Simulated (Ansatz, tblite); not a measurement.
Forces on [Cr(H2O)4]2+ (CrO₄H₈²⁺) at its B3LYP-D4/def2-SVP geometry. The state is a quintet with charge 2.

The xTB rows come from tblite.

GFN1-xTB (tblite), largest force 0.33 eV/Å:

```xyz
13
positions Å, forces eV/Å
Cr    0.000    0.000   -0.001   -0.002    0.001   -0.004
O     1.082   -1.730   -0.119   -0.149    0.258    0.021
H     1.183   -2.399    0.583    0.082    0.124   -0.286
H     1.602   -2.037   -0.884   -0.139   -0.049    0.290
O    -0.777   -0.362   -1.855    0.109    0.049    0.278
H    -0.901    0.290   -2.569   -0.048   -0.290    0.125
H    -1.099   -1.219   -2.190    0.088    0.310   -0.046
O    -1.085    1.727    0.118    0.156   -0.256   -0.014
H    -2.022    1.841   -0.124    0.290    0.121    0.081
H    -0.763    2.591    0.434   -0.238   -0.196   -0.090
O     0.780    0.365    1.852   -0.116   -0.059   -0.272
H     1.711    0.258    2.120   -0.311    0.049    0.072
H     0.290    0.675    2.636    0.278   -0.064   -0.156
```

GFN2-xTB (tblite), largest force 0.50 eV/Å:

```
Cr -0.001 -0.001 -0.003
O 0.273 -0.423 -0.026
H -0.013 0.066 -0.164
H -0.049 0.025 0.169
O -0.197 -0.095 -0.454
H 0.031 -0.157 0.074
H 0.012 0.180 0.018
O -0.269 0.426 0.031
H 0.154 0.025 0.086
H -0.094 -0.114 -0.095
O 0.191 0.086 0.458
H -0.165 0.068 -0.001
H 0.126 -0.086 -0.095
```

PBE-D4/def2-TZVP (Ansatz), largest force 0.18 eV/Å:

```
Cr 0.001 0.000 0.001
O -0.093 0.153 0.010
H -0.019 -0.097 0.141
H 0.084 -0.009 -0.146
O 0.065 0.025 0.165
H 0.009 0.141 -0.103
H -0.055 -0.158 -0.014
O 0.093 -0.153 -0.012
H -0.163 -0.026 -0.040
H 0.098 0.135 0.047
O -0.069 -0.033 -0.163
H 0.170 -0.019 0.003
H -0.120 0.040 0.112
```
